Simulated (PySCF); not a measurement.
From one molecule to another.

First species: C4H8FNS.
SMILES: `S=C(N)[C@@H](CC)F`

Second species: C₅H₆F₃N.
Atom-mapped SMILES: `[H]/[N:3]=[C:2](/[CH3:1])[CH2:4][C:5]([F:6])=[C:7]([F:8])[F:9]` (hydrogens: H10, H11, H12 on C1; H13 on N3; H14, H15 on C4)

Levels: PBE0/def2-SVPD for dipole moment, HOMO energy, LUMO energy, HOMO–LUMO gap, static isotropic polarisability and electronic spatial extent ⟨r²⟩ about the centre of nuclear charge; TDDFT PBE0/def2-SVPD for lowest singlet excitation; TDA PBE0/def2-SVPD for lowest triplet excitation (Tamm–Dancoff); GFN2-xTB for rotational constant A and rotational constant C. Geometries: GFN2-xTB. Each species is one conformer at its optimised geometry, gas phase, non-relativistic unless stated; the electronic structure was computed with PySCF and density fitting.

The conformers computed, where there is a choice (atom-mapped SMILES and torsion angles):
- `[CH3:1][CH2:2][C@@H:3]([F:4])[C:5]([NH2:6])=[S:7]`: C1–C2–C3–F4 65°, C2–C3–C5–N6 -110°, H–N6–C5–C3 -179°, H–N6–C5–C3 -5°
- `[H]/[N:3]=[C:2](/[CH3:1])[CH2:4][C:5]([F:6])=[C:7]([F:8])[F:9]`: C1–C2–C4–C5 85°, C2–C4–C5–F6 -80°

```csv
property,column X,column Y
dipole moment,2.20 D,2.82 D
HOMO energy,-7.22 eV,-6.39 eV
LUMO energy,-0.53 eV,-1.17 eV
HOMO–LUMO gap,6.69 eV,5.22 eV
lowest singlet excitation,5.08 eV,3.51 eV
lowest triplet excitation (Tamm–Dancoff),4.19 eV,3.18 eV
static isotropic polarisability,70.0 au,81.7 au
electronic spatial extent ⟨r²⟩ about the centre of nuclear charge,1300 bohr²,1071 bohr²
rotational constant A,2.573 GHz,3.242 GHz
rotational constant C,0.854 GHz,1.095 GHz
```

(1) Which column belongs to which species?

(2) How does each property change from the first species to the second?

Answers

(1) Column X is the second species and column Y the first. The first has 15 atoms and 64 electrons, the second 15 and 70.

(2) dipole moment -0.62 D; HOMO energy -0.83 eV; LUMO energy +0.64 eV; HOMO–LUMO gap +1.47 eV; lowest singlet excitation +1.57 eV; lowest triplet excitation (Tamm–Dancoff) +1.01 eV; static isotropic polarisability -11.7 au; electronic spatial extent ⟨r²⟩ about the centre of nuclear charge +229 bohr²; rotational constant A -0.669 GHz; rotational constant C -0.241 GHz.

On the first: The dipole equals about 9.4 × 10⁻³⁰ C·m (1 D = 3.33564 × 10⁻³⁰ C·m). A dipole of 2.82 D is allowed in C1, and pure rotational transitions are dipole-allowed.

On the second: S1 lies 1.61 eV below the HOMO–LUMO gap; its leading configuration is HOMO→LUMO, weight 0.78. The vertical singlet–triplet gap S1 − T1 is 0.89 eV (TDDFT singlet less Tamm–Dancoff triplet; S1: HOMO→LUMO, weight 0.78; T1: HOMO→LUMO, weight 0.79).
